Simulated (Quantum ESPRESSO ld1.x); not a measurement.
The numbers below are computed, except where a source is named.
Co9+, 18 electrons, occupied as [He] 2s2 2p5 3s2 3p6 4p1 (not the ground configuration). Code: ld1.x of Quantum ESPRESSO 7.5. Model: Dirac Kohn-Sham, PW91, spin-unpolarised, spherical densities, point nucleus; open shells fill j = l - 1/2 first.

Normalised radial functions P(r) = r R(r) (large component), r in bohr:

| r | 3s1/2 | 3p1/2 |
|---|---|---|
| 0.004446 | 0.1529 | 0.0066 |
| 0.005053 | 0.1704 | 0.0082 |
| 0.005743 | 0.1895 | 0.0103 |
| 0.006475 | 0.2087 | 0.0127 |
| 0.007359 | 0.2307 | 0.0159 |
| 0.008297 | 0.2525 | 0.0196 |
| 0.00943 | 0.2769 | 0.0245 |
| 0.01072 | 0.3022 | 0.0307 |
| 0.01208 | 0.3264 | 0.0378 |
| 0.01373 | 0.3520 | 0.0472 |
| 0.01561 | 0.3767 | 0.0587 |
| 0.0176 | 0.3981 | 0.0720 |
| 0.02 | 0.4179 | 0.0891 |
| 0.02255 | 0.4322 | 0.1086 |
| 0.02563 | 0.4412 | 0.1335 |
| 0.02913 | 0.4418 | 0.1632 |
| 0.03285 | 0.4325 | 0.1961 |
| 0.03733 | 0.4098 | 0.2369 |
| 0.04209 | 0.3744 | 0.2808 |
| 0.04784 | 0.3194 | 0.3337 |
| 0.05438 | 0.2450 | 0.3924 |
| 0.06131 | 0.1568 | 0.4518 |
| 0.06968 | 0.0435 | 0.5180 |
| 0.0792 | -0.0872 | 0.5842 |
| 0.08929 | -0.2213 | 0.6426 |
| 0.1015 | -0.3696 | 0.6958 |
| 0.1144 | -0.5043 | 0.7311 |
| 0.13 | -0.6307 | 0.7456 |
| 0.1478 | -0.7239 | 0.7277 |
| 0.1667 | -0.7663 | 0.6739 |
| 0.1894 | -0.7487 | 0.5705 |
| 0.2153 | -0.6547 | 0.4153 |
| 0.2427 | -0.4927 | 0.2233 |
| 0.2759 | -0.2450 | -0.0250 |
| 0.311 | 0.0438 | -0.2867 |
| 0.3535 | 0.3865 | -0.5774 |
| 0.4018 | 0.7294 | -0.8546 |
| 0.453 | 1.0148 | -1.0772 |
| 0.5149 | 1.2429 | -1.2485 |
| 0.5805 | 1.3588 | -1.3282 |
| 0.6598 | 1.3650 | -1.3181 |
| 0.7499 | 1.2579 | -1.2151 |
| 0.8455 | 1.0790 | -1.0525 |
| 0.9609 | 0.8424 | -0.8378 |
| 1.092 | 0.6005 | -0.6142 |
| 1.231 | 0.4002 | -0.4235 |
| 1.4 | 0.2342 | -0.2592 |
| 1.578 | 0.1275 | -0.1483 |
| 1.793 | 0.0586 | -0.0726 |
| 2.038 | 0.0233 | -0.0310 |
| 2.298 | 0.0084 | -0.0121 |
| 2.612 | 0.0024 | -0.0038 |
| 2.969 | 0.0005 | -0.0010 |
| 3.347 | 0.0001 | -0.0002 |
| 3.804 | 0.0000 | 0.0000 |
| 4.289 | 0.0000 | 0.0000 |
| 4.875 | 0.0000 | 0.0000 |

3s1/2: eigenvalue -320.37 eV, 2 radial nodes at r = 0.0728, 0.306 bohr, <r> = 0.685 bohr, 90 % of the charge inside 1.00 bohr. 3p1/2: eigenvalue -283.97 eV, 1 radial node at r = 0.273 bohr, <r> = 0.682 bohr, 90 % of the charge inside 1.02 bohr.
